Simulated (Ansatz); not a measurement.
Geometry optimisation, Ansatz 0.2.0, RKS PBE-D4/cc-pVDZ.

Input file:

```yaml
crystal:
  periodic: [false, false, false]
  atoms:
    - { symbol: F, position_ang: [-0.42591, -1.81701, 1.41014] }
    - { symbol: Si, position_ang: [-0.09328, -0.53818, 0.51396] }
    - { symbol: C, position_ang: [0.4986, 1.02888, -0.10375] }
    - { symbol: S, position_ang: [-1.26053, 0.34606, -0.95633] }
    - { symbol: H, position_ang: [-1.85147, 0.69244, -2.15433] }
basis:
  gaussian: { orbitals: cc-pVDZ }
hamiltonian:
  xc: pbe
  dispersion: d4
relax:
  f_tol: 0.02
  max_steps: 50
output:
  orbitals: {}
```

Launched with:

```bash
$ ansatz run input.yaml --threads 1 --pin off --max-ram 2048MiB --backend cpu --events-out ev --progress --plain --runs-dir out
```

Question: Where does it end, and by what steps?

Answer: The forces met the threshold. After 12 steps the energy has fallen by 1.822 eV; H5 moved furthest, 0.62 Å.

```
step  energy less start (eV)  largest force component (eV/Å)  accepted
   0                  0.0000                           3.395       yes
   1                 -0.8854                           1.995       yes
   2                 -1.4046                           1.356       yes
   3                 -1.6706                           1.508       yes
   4                 -1.7804                           1.013       yes
   5                 -1.8078                           0.442       yes
   6                 -1.8180                           0.182       yes
   7                 -1.8198                           0.099       yes
   8                 -1.8204                           0.073       yes
   9                 -1.8213                           0.040       yes
  10                 -1.8214                           0.028       yes
  11                 -1.8216                           0.021       yes
  12                 -1.8217                           0.009       yes
```

```xyz
5
Properties=species:S:1:pos:R:3
F -0.528 -1.879 1.147
Si -0.038 -0.478 0.408
C 0.498 1.102 -0.207
S -1.565 0.746 -0.681
H -1.500 0.221 -1.958
```

Whether the end is a true minimum wasn't checked by a vibrational analysis.

Run time: 29 s on 1 thread of Arm Neoverse V1, with other jobs on the host, peak memory 0.16 GiB.
